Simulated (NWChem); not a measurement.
Species: HSeSCl; SMILES Cl[Se]S

```xyz
4

Se     0.6752    -0.0266     0.0066
Cl    -0.6281     1.7530     0.0107
S     -0.7097    -1.6925     0.0546
H     -0.9236    -1.8148    -1.2797
```
Atoms are numbered in this order, from 1.

All runs: NWChem. All runs use the structure optimised with PBE0/def2-SVP. Ions are spin-unrestricted doublets at the neutral geometry; other ion states weren't tried.

### Question
Estimate the computed values for PBE/def2-SVP. Quantities: vertical ionisation energy, ΔSCF (eV); −ε(HOMO) (eV).

### Answer
```yaml
vertical ionisation energy, ΔSCF (eV): 8.96
"−ε(HOMO) (eV)": 5.66
```
